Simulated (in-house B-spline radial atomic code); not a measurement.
Values are calculated unless marked as measured or tabulated.
**Zn ion on In atom: potential, deflection and energy transfer**

The pair potential comes from two frozen, spherical free-atom densities (PBE, B-spline radial code, scalar-relativistic past argon): electrostatics plus the change in Thomas-Fermi kinetic and Dirac exchange energy where they overlap, the recipe behind the universal ZBL potential, which averages such potentials (from solid-state densities) over many pairs. It is written V = (Z1 Z2 e²/r) φ(r/a), with e² = 14.3996 eV·Å and a = 0.46850 Å/(Z1^0.23 + Z2^0.23); ZBL's fit is φ = 0.18175 e^(−3.1998x) + 0.50986 e^(−0.94229x) + 0.28022 e^(−0.4029x) + 0.02817 e^(−0.20162x). Where φ falls below 4e-4 it is continued as an exponential.

Masses 65.38 and 114.82 u.

```
x = r/a  φ, this pair     φ, ZBL
    0.1        0.8885     0.8928
   0.25        0.7646     0.7647
    0.5        0.6142     0.6096
      1        0.4218     0.4164
    1.5        0.3037     0.2995
      2        0.2258     0.2218
      3        0.1331     0.1292
      4       0.08325    0.08026
      5       0.05346    0.05224
    6.5        0.0292    0.02914
      8       0.01712    0.01705
     10      0.008673   0.008778
     12      0.004543    0.00474
   14.5       0.00219   0.002328
     17      0.001133   0.001212
     20     0.0005355  0.0005882
```

(1) At x = 4 the electrostatic, kinetic and exchange parts are 298.93, 4311.26 and -252.66 eV. Find r, V and φ.

(2) The ion comes in at 3.286 keV with impact parameter 0.2022 Å. The scattering integral gives a centre-of-mass angle of 120.6° and a closest approach of 5.353 a. What are the reduced energy, the energy passed on and the laboratory angles?

## Answers

(1) a = 0.46850/(2.1864 + 2.4476) = 0.10110 Å, so r = 0.40440 Å. V = 298.93 + 4311.26 + (-252.66) = 4357.53 eV. The bare repulsion is 30 × 49 × 14.3996/0.40440 = 52343 eV, so φ = 0.0832, +3.7 % against ZBL's 0.0803. The kinetic (Pauli) term is 99 % of V here.

(2) ε = E a M2/(Z1 Z2 e² (M1 + M2)) = 3286 × 3.0433e-06 = 0.01. The most that one collision can pass on is γE with γ = 4 M1 M2/(M1 + M2)² = 0.9247. Here T = γE sin²(θ/2) = 0.9247 × 3286 × 0.7545 = 2293 eV. The ion turns by arctan(sin θ/(cos θ + M1/M2)) = 86.0°, and the struck atom leaves at (180° − θ)/2 = 29.7°. The closest approach is 0.541 Å. With ZBL the angle would be 119.98° and T = 2278 eV.
